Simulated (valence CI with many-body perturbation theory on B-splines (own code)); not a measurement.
Results of a calculation; reference values are marked as such.
# Sm XXXIX: magnetic and hyperfine properties of the levels

Level of theory: relativistic CI+MBPT: six valence electrons over a frozen Dirac-Fock core [Ar], radial functions for each j: 7 s, 7 p, 8 d, 6 f, 4 g, 1 h, with the one-electron correlation potential Σ1 (screened to all orders), the two-electron term Σ2, the three-electron term Σ3, Breit, model QED; selected single and double excitations, second order for the rest, scaled by the run's own slope (own B-spline code, finite nucleus).

No measured spectrum was set against this ion. As an estimate, large intervals hold to a few tenths of a per cent, small ones and those within an open d or f shell to about a per cent. Core correlation moves these levels by up to 8300 cm⁻¹, and in measured spectra 5 to 20 % of such shifts remained as error; rates that hang on mixing are uncertain with them. Among the levels kept, up to 1000 cm⁻¹ of a level comes from second order outside the variational space, and about a tenth of that is noise between levels of different J, which matters for small intervals. Only levels of the ground parity were solved; by the run's estimate the other parity begins above the list, which can be wrong where configurations are misplaced.

A/g_I is the dipole constant over the nuclear g factor μ/I (μ in nuclear magnetons, uniformly magnetised nucleus), B/Q the quadrupole constant per barn. Both hold the static response of the core; the bare values leave it out. Large factors of s and p1/2 electrons are usually good to 5 to 10 %; those of open d and f shells near neutrality can be off by tens of per cent, and small factors of p3/2, d and f electrons come from cancelling terms and can be off by a factor of two or in sign, in half-filled shells by more. B is blank for J = 1/2, where it vanishes, and for nearly pure S terms. Energies count from the lowest level. Levels with J = 0 are left out.

Levels are named by their leading jj configuration (3d3/2^4 stands for four electrons in 3d with j = 3/2), which in mixed levels can hold well under half, so a name can repeat and another be missing. Letters in brackets count levels of one name in rising energy.

```tsv
Level	E (cm⁻¹)	g	A/g_I (MHz)	A/g_I bare	B/Q (MHz/b)	B/Q bare
(3d3/2^4 3d5/2^2) J=4	0	1.297	18400	19000	35000	35500
(3d3/2^4 3d5/2^2) J=2	46201	1.320	18100	18800	-16600	-16800
(3d3/2^3 3d5/2^3) J=3 [a]	190830	1.390	11200	12000	4190	4230
(3d3/2^3 3d5/2^3) J=4 [a]	213490	1.151	21200	21600	27700	28100
(3d3/2^3 3d5/2^3) J=1 [a]	219730	1.356	17300	18000	-13100	-13300
(3d3/2^3 3d5/2^3) J=5	262180	1.124	25000	25300	15200	15400
(3d3/2^3 3d5/2^3) J=6	262570	1.111	27700	27900	-30200	-30700
(3d3/2^3 3d5/2^3) J=2 [a]	300060	0.940	34300	34200	-25400	-25700
(3d3/2^3 3d5/2^3) J=3 [b]	307170	1.045	30700	30900	14400	14600
(3d3/2^3 3d5/2^3) J=2 [b]	377610	1.148	24900	25300	30300	30800
(3d3/2^3 3d5/2^3) J=4 [b]	384920	1.033	31200	31300	-17600	-17900
(3d3/2^3 3d5/2^3) J=1 [b]	389330	1.047	20400	20600	25100	25400
(3d3/2^3 3d5/2^3) J=3 [c]	412720	1.069	30400	30600	-40600	-41200
(3d3/2^2 3d5/2^4) J=2 [a]	431650	1.414	5060	5890	4180	4260
(3d3/2^2 3d5/2^4) J=4 [a]	470540	1.089	26800	27100	3180	3270
(3d3/2^2 3d5/2^4) J=5	495190	1.095	28300	28600	-24100	-24400
(3d3/2^2 3d5/2^4) J=3 [a]	496520	1.201	18500	18900	-19100	-19400
(3d3/2^2 3d5/2^4) J=6	519850	1.041	30800	31000	-35900	-36400
(3d3/2^2 3d5/2^4) J=3 [b]	532540	0.941	35900	35900	2520	2560
(3d3/2^2 3d5/2^4) J=1	563300	1.076	30700	31000	-11100	-11300
(3d3/2^2 3d5/2^4) J=4 [b]	574000	1.053	31600	31800	-1980	-2020
(3d3/2^2 3d5/2^4) J=2 [b]	577440	1.049	30600	30800	-22100	-22400
(3d3/2^2 3d5/2^4) J=2 [c]	646340	0.827	42500	42300	-6710	-6800
(3d3/2^2 3d5/2^4) J=4 [c]	668210	1.157	23100	23500	-33600	-34100
(3d3/2 3d5/2^5) J=1	700360	1.494	-3080	-2110	-7810	-7920
(3d3/2 3d5/2^5) J=4	788850	1.021	31700	31800	-20900	-21200
(3d3/2^2 3d5/2^4) J=2 [d]	794480	1.019	31500	31600	44100	44800
(3d3/2 3d5/2^5) J=2	823010	1.226	21200	21700	-43800	-44500
(3d3/2 3d5/2^5) J=3	833820	1.061	29300	29500	-40900	-41500
```

(1) Take the isotope of mass number 147, with I = 7/2, μ = -0.809 μN and Q = -0.26 b. What is the hyperfine structure of (3d3/2^3 3d5/2^3) J=3 [a]?

Results:

(1) From the table A = -2600 MHz, B = -1090 MHz. Shifts from the centre of gravity in MHz: F = 1/2: 34500, F = 3/2: 30800, F = 5/2: 24600, F = 7/2: 15800, F = 9/2: 4220, F = 11/2: -10200, F = 13/2: -27600.
